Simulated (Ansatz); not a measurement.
C2H8NO2Sc (`C[O][Sc]([NH2])[O]C`). Total charge 0; spin multiplicity 1. Geometry: relaxed with PBE0-D4/def2-TZVP. It is one conformer, not always the lowest.

```xyz
14

C     1.247   -2.694   -0.310
O     0.893   -1.419    0.095
Sc    0.274    0.305    0.481
N     1.148    1.267    1.992
O    -1.092    1.208   -0.430
C    -2.114    1.736   -1.198
H     0.745   -3.457    0.300
H     2.329   -2.853   -0.214
H     0.974   -2.874   -1.358
H     1.895    0.913    2.576
H     0.927    2.199    2.318
H    -1.797    2.660   -1.696
H    -2.988    1.977   -0.579
H    -2.440    1.032   -1.975
```

Question: What is the dipole moment at r2SCAN/def2-TZVPP? (An estimate is asked.)

Answer: Ansatz gave: 0.39 D, with components (-0.17, -0.19, -0.29) D in this frame, pointing from negative to positive charge.

Question: And with PBE, B3LYP, ωB97M-V? (Best estimate.)

Answer: Ansatz gave: PBE 0.40 D, B3LYP 0.42 D, ωB97M-V 0.43 D.

Question: Give the Mulliken charges with r2SCAN, ωB97M-V, B3LYP in def2-TZVPP. (Best estimate.)

Answer: Computed: 
```tsv
atom	r2SCAN	ωB97M-V	B3LYP
C1	0.02	-0.16	-0.10
O2	-0.53	-0.49	-0.54
Sc3	1.02	0.93	1.01
N4	-0.55	-0.44	-0.50
O5	-0.53	-0.49	-0.53
C6	0.02	-0.17	-0.10
H7	0.04	0.10	0.08
H8	0.04	0.10	0.09
H9	0.04	0.10	0.08
H10	0.14	0.10	0.12
H11	0.14	0.10	0.12
H12	0.04	0.10	0.09
H13	0.04	0.10	0.09
H14	0.04	0.10	0.08
```

B3LYP here is the variant with VWN-RPA as its local correlation; programs differ in this.
